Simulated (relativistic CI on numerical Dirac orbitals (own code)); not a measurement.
Co4+: resonant inelastic scattering at the M2,3 edge

Computed with this model: Dirac-Coulomb-Breit CI, orbitals from a KLI potential per configuration, a model potential for QED, valence Slater integrals scaled by 0.9, Kramers-Heisenberg scattering through one core-hole configuration in a parametric crystal field; configurations [Ar] 3d5 → [Ne] 3s2 3p5 3d6; 10 K; core-hole width 0.48 eV; summed over polarisations. Incident energies are the highest absorption maxima for each field (at most a few, so the weaker spin-orbit partner edge can be absent), on the computed scale of the free ion. Intensities are in per cent of the strongest line above 0.02 eV; levels within 1 cm⁻¹ are merged; final levels count from the ground level, the first row holds all elastic scattering, lines under 0.4 are left out and each table stops after 24 rows. The scale of the Slater integrals is a model choice and moves the terms in proportion.

Field parameters in Wybourne normalisation: D3d B²₀ = −7Dσ, B⁴₀ = −14Dq − 21Dτ, B⁴₃ = −14√(10/7) Dq; D4h B²₀ = −7Ds, B⁴₀ = 21(Dq − Dt), B⁴₄ = 21√(5/14) Dq. The field is a parameter set, without covalency.

S is read from ⟨S²⟩ = S(S + 1).

D3d, 10Dq = 17850, Dσ = -650, Dτ = -130 cm⁻¹:

```csv
Final level (eV),Degeneracy,Irrep,S,66.6 eV
0.000,6,,2.50,216326.2
2.849,2,Γ4,1.47,18.1
2.863,2,Γ5+Γ6,1.50,22.7
2.944,2,Γ4,1.48,14.8
2.968,2,Γ5+Γ6,1.49,22.0
2.983,2,Γ4,1.49,23.8
2.993,2,Γ4,1.49,25.5
3.384,2,Γ4,0.60,4.6
3.590,2,Γ4,0.60,4.8
3.646,2,Γ5+Γ6,0.71,7.6
3.782,2,Γ4,1.48,26.0
3.797,2,Γ5+Γ6,1.41,22.3
3.949,2,Γ4,1.49,23.2
3.959,2,Γ4,1.49,24.4
3.966,2,Γ5+Γ6,1.48,23.0
3.969,2,Γ4,1.49,24.2
4.632,2,Γ4,1.48,35.8
4.633,2,Γ5+Γ6,1.48,35.2
4.635,2,Γ4,1.49,33.0
4.641,2,Γ4,1.49,45.4
4.653,2,Γ4,1.49,26.5
4.657,2,Γ5+Γ6,1.49,26.4
5.056,2,Γ4,0.57,3.5
5.076,2,Γ4,0.58,4.1
```

D4h, 10Dq = 8500, Ds = 40, Dt = 1190 cm⁻¹:

| Final level (eV) | Degeneracy | Irrep | S | 66.6 eV |
| --- | --- | --- | --- | --- |
| 0.000 | 6 |  | 2.50 | 435564.6 |
| 3.974 | 2 | Γ7 | 1.50 | 35.5 |
| 3.978 | 2 | Γ6 | 1.50 | 32.7 |
| 4.388 | 2 | Γ7 | 1.50 | 15.0 |
| 4.392 | 2 | Γ6 | 1.50 | 18.9 |
| 4.392 | 2 | Γ7 | 1.50 | 15.3 |
| 4.394 | 2 | Γ6 | 1.50 | 27.7 |
| 4.572 | 2 | Γ7 | 1.50 | 11.2 |
| 4.574 | 2 | Γ6 | 1.50 | 11.5 |
| 4.591 | 2 | Γ6 | 1.50 | 15.7 |
| 4.600 | 2 | Γ6 | 1.50 | 5.2 |
| 4.606 | 2 | Γ7 | 1.50 | 4.4 |
| 4.615 | 2 | Γ7 | 1.50 | 3.9 |
| 4.647 | 2 | Γ6 | 1.50 | 5.9 |
| 4.649 | 2 | Γ7 | 1.50 | 8.3 |
| 4.657 | 4 | Γ6+Γ7 | 1.50 | 33.0 |
| 4.660 | 2 | Γ7 | 1.50 | 6.3 |
| 4.660 | 2 | Γ6 | 1.50 | 24.0 |
| 5.541 | 2 | Γ6 | 1.50 | 26.9 |
| 5.543 | 2 | Γ6 | 1.50 | 32.5 |
| 5.546 | 2 | Γ7 | 1.49 | 35.3 |
| 5.583 | 2 | Γ7 | 1.50 | 46.7 |
| 5.651 | 2 | Γ7 | 1.50 | 36.8 |
| 5.664 | 2 | Γ7 | 1.50 | 50.0 |

For the first field the strongest loss at the lowest incident energy is the level at 5.78 eV (S = 1.48, against 2.50 in the thermal ground state). Levels of other spin, the first over 8 % at 2.85 eV, appear because spin-orbit coupling of the core hole, and in heavier ions of the valence shell too, mixes spins.
